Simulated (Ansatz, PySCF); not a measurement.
Gas-phase reaction 2 R1 + R2 + R3 → 3 P1 + P2, each structure at its B3LYP-D3(BJ)/def2-TZVP stationary point, reached from a drawn start (curvature not checked).
P1: H2 (SMILES [H][H]), charge 0, multiplicity 1.
R1: HCl (SMILES Cl), charge 0, multiplicity 1.
R2, HF (SMILES F) (charge 0, multiplicity 1):
```xyz
2

F      0.0000     0.0000     0.4622
H      0.0000     0.0000    -0.4622
```
R3: SiH4 (SMILES [SiH4]), charge 0, multiplicity 1.
P2, Cl2FHSi (SMILES F[SiH](Cl)Cl) (charge 0, multiplicity 1, Z-matrix in Å and degrees):
```
Si
F 1 1.5869
H 1 1.4617 2 109.09
Cl 1 2.0347 3 110.36 2 118.90
Cl 1 2.0347 3 110.36 2 -118.90
```

P less R. No zero-point or thermal terms.

Cores are frozen in the correlated methods.

The values were computed with Ansatz (Gaussian basis) for Hartree–Fock, density functionals and correlated methods; PySCF for the D3/D4 terms. Each number belongs to the level named beside it.

**Question.** Give the reaction energy at the level CCSD(T)/cc-pV(Q+d)Z.

**Answer.** -65.5 kcal/mol

**Question.** What reaction energy does CAM-B3LYP-D3(BJ)/def2-TZVPP give?

**Answer.** -63.8 kcal/mol

**Question.** Predict the reaction energy from B2PLYP/def2-TZVPP.

**Answer.** -64.5 kcal/mol

Ansatz is an electronic-structure program.
